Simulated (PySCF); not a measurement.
Cl₃Ga, SMILES [Cl][Ga+]([Cl])[Cl] (connectivity only; charge and spin as stated), charge +1, multiplicity 2. Atoms are numbered in the order given.

```xyz
4

Ga     0.0000     0.0000    -0.2739
Cl     0.0000     1.3946     1.4147
Cl     0.0000     0.0000    -2.3300
Cl     0.0000    -1.3946     1.4147
```
Charge +1, spin multiplicity 2.

The structure is a stationary point at PBE0-D3(BJ)/def2-SVP.

The numbers are results of PBE0-D3(BJ)/def2-SVP (PySCF), not measurements.

Frequencies are harmonic and unscaled.

Q: List the normal modes with their intensities. (The exact figures need the calculation; the answer reports its results.)

A: 
```tsv
mode	ν (cm⁻¹)	IR (km/mol)	moving atoms (share of kinetic energy)
1	85	3.0	Cl 64 %, Ga 36 %
2	109	8.1	Ga 59 %, Cl 41 %
3	169	5.0	Cl 89 %, Ga 11 %
4	303	2.7	Cl 77 %, Ga 23 %
5	371	1.4	Cl 98 %
6	541	62.6	Cl 52 %, Ga 48 %
```
